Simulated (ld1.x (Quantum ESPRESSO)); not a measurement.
## Before and after: PAW potential for cadmium (Cd)

- Element: Cd
- Generator: ld1.x (Quantum ESPRESSO) 7.5
- Type: PAW
- Functional: PBE
- Relativity: scalar-relativistic
- Frozen core: [Kr]
- Valence charge: 12
- Reference configuration: 4d10 5s2 5p0
- Partial waves: 5s (bound): rcut 1.70, rcutus 2.30 bohr; 5s channel at 3.55 Ry: rcut 1.70, rcutus 2.30 bohr; 5p (bound, empty): rcut 2.20, rcutus 2.50 bohr; 5p channel at 0.6 Ry: rcut 2.20, rcutus 2.50 bohr; 4d (bound): rcut 0.95, rcutus 1.25 bohr; 4d channel at -0.1 Ry: rcut 0.95, rcutus 1.25 bohr
- Local potential: all-electron potential smoothed inside 1.65 bohr (lloc = -1)
- Core correction: Bessel-smoothed model core inside 0.85 bohr
- Augmentation charge: PSQ, inside the norm-conserving radii

All-electron outer shells of the reference configuration (PBE, scalar-relativistic, ld1.x):

| shell | level (eV) | outermost node (bohr) | outermost maximum (bohr) |
| --- | --- | --- | --- |
| 4s | -105.92 | 0.43 | 0.79 |
| 4p | -66.97 | 0.43 | 0.84 |
| 4d | -11.73 | 0.42 | 0.98 |
| 5s | -5.66 | 1.07 | 2.35 |
| 5p | -1.18 | 1.20 | 3.33 |

Change: waves 4d (bound): rcut 0.95, rcutus 1.20 bohr; 4d channel at -0.1 Ry: rcut 0.95, rcutus 1.20 bohr.

Cutoffs: the cutoffs (Ry, on a coarse ladder) from which the occupation-weighted sum of valence levels, in a spherical-Bessel basis at the reference potential, stays within 10 and 1 mRy of its value at 400 Ry; they do not see the model core or the augmentation charge, which bear on the density cutoff. Errors are all-electron minus pseudo energies relative to the spin-unpolarised reference configuration.

Task: Predict the effect on cutoff, ghosts and configuration errors.

Result: The potential gets harder (70 Ry and 120 Ry → 80 Ry and 140 Ry); both files keep a bound ghost (s); of the 7 tests that both files solve, the error grows in 1 and shrinks in 0 by more than 15 % and 0.3 meV (median size 9.2 → 9.4 meV). A smaller radius makes the pseudo-wave follow the all-electron one further in, where it bends more sharply, so more plane waves are needed.

```csv
quantity,base,changed
"cutoff, loose",70 Ry,80 Ry
"cutoff, tight",120 Ry,140 Ry
loose cutoff by channel (10 mRy a level),"s 6 Ry, d 55 Ry","s 6 Ry, d 60 Ry"
bound ghosts,s,s
"error for 4d10 5s1 5p0, meV [ΔE 9.27 eV]",-2.5,-2.5
"error for 4d10 5s0 5p0, meV [ΔE 26.40 eV]",-9.2,-9.4
"error for 4d9 5s0 5p0, meV [ΔE 64.41 eV]",-129,-129
"error for 4d10 5s0 5p2, meV [ΔE 9.67 eV]",-1.9,-2.3
"error for 4d10 5s1 5p1, meV [ΔE 4.67 eV]",-0.7,-0.9
"error for 4d9 5s2 5p0, meV [ΔE 17.97 eV]",-70,-70
"error for 4d9 5s2 5p1, meV [ΔE 12.65 eV]",-70,-70
s: phases at 2.71 bohr within 0.05 rad from the reference energy up to (Ry; the scan ends near 5),to the end of the scan,to the end of the scan
p: phases at 2.71 bohr within 0.05 rad from the reference energy up to (Ry; the scan ends near 5),2.1,2.1
d: phases at 2.71 bohr within 0.05 rad from the reference energy up to (Ry; the scan ends near 5),to the end of the scan,to the end of the scan
lowest overlap eigenvalue by channel,"s 0.57, p 0.51, d 0.86","s 0.57, p 0.51, d 0.96"
```

 A true bound ghost makes a file unfit for plane-wave use even where its test errors are small: the radial tests pick states by their node count and pass the ghost by.
